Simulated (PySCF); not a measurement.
Molecule: SMILES C[S][Ga]([OH])[OH]. Atoms near the plane z = 1.2 Å, at the PBE0/def2-SVP optimised geometry (x, y, z in Å): Ga1 (-0.6, 0.7, 0.0), O2 (-1.6, 2.2, 0.0), H3 (-1.1, 3.0, 0.0), O4 (1.2, 0.7, 0.0), H5 (1.6, 1.5, 0.0), S6 (-1.6, -1.3, 0.0), C7 (-0.1, -2.3, 0.0), H8 (0.8, -1.8, 0.0), H10 (-0.1, -3.0, 0.9).

Computed with PBE0/def2-TZVP in PySCF. The values are rescaled to run from 0 to 1.

```
|3333333333344444444444444333333|
|2222233333344444444444444433333|
|2222222333444444444444444433333|
|2222222233445555544444444443333|
|2222222223345555554444444443333|
|2222221122345555555554444443333|
|2222111111234555555555444443333|
|2222111000123455555555544443333|
|2222110000123455555555544443333|
|2222110000124566555555544433333|
|2222111001246887654444444333333|
|2222211123479999743333333333333|
|2222222234799999742222233333333|
|2222222235899999731111122333333|
|2222222335799999731000122233333|
|2222222234579999631000112223333|
|2222222233456776532101122223333|
|2222222234555555432211222223333|
|2222211235665444433222222223333|
|2222211235776444433332222233333|
|2222211124665554443333333333333|
|2222211123455566544333333333333|
|2222221223345689644333333333333|
|2222222223345999954333333333333|
|2222222223345999964333333333333|
|2222222223345999964333333333333|
|2222222233334689754333333333333|
|2222222333334455544333333333333|
|3222333333333444443333333333333|
|3333333333333333333333333333333|
|3333333333333333333333333333333|
```
Scale: ten equal steps from 0.000 (start of '0') to 1.00 (end of '9'), in the order '0123456789'; x runs from -5.00 to 5.00, y from -5.00 (bottom) to 5.00 (top).

Task: Which quantity is mapped?
A. log10 of the electron density
B. electrostatic potential
C. an orbital amplitude
D. deformation density (molecule minus spherical neutral atoms)

Result: B, electrostatic potential. In full: electrostatic potential (hartree/e), clipped to [-0.08, 0.12].
